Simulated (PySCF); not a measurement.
In(Br)(OH)2 (BrH2InO2), SMILES [OH][In]([Br])[OH]. The structure is a stationary point at PBE-D3(BJ)/def2-SVP. The def2 effective core potentials stand for the cores of In; spin–orbit coupling is left out. Other conformers were not sampled.

Method: PBE-D3(BJ)/def2-SVP run with PySCF 2.14.0.

Harmonic wavenumbers (cm⁻¹): 85, 112, 113, 245, 254, 279, 564, 595, 829, 859, 3686, 3696. Rotational constants (GHz): 4.792, 1.218, 0.9711; symmetry number 1.

Q: Work out the zero-point energy and the ideal-gas rigid-rotor harmonic-oscillator thermochemistry at 298.15 K and 1 atm.

A: ZPE = ½ Σ hcν = ½ × 11317 cm⁻¹ = 67.69 kJ/mol. H − E(el) = 88.33 kJ/mol. Entropy in J/(mol K): translation 176.50, rotation 118.95, vibration 69.26, total 364.71. G − E(el) = -20.41 kJ/mol. Cp = 93.47 J/(mol K). Modes under 150 cm⁻¹ make the vibrational entropy uncertain.
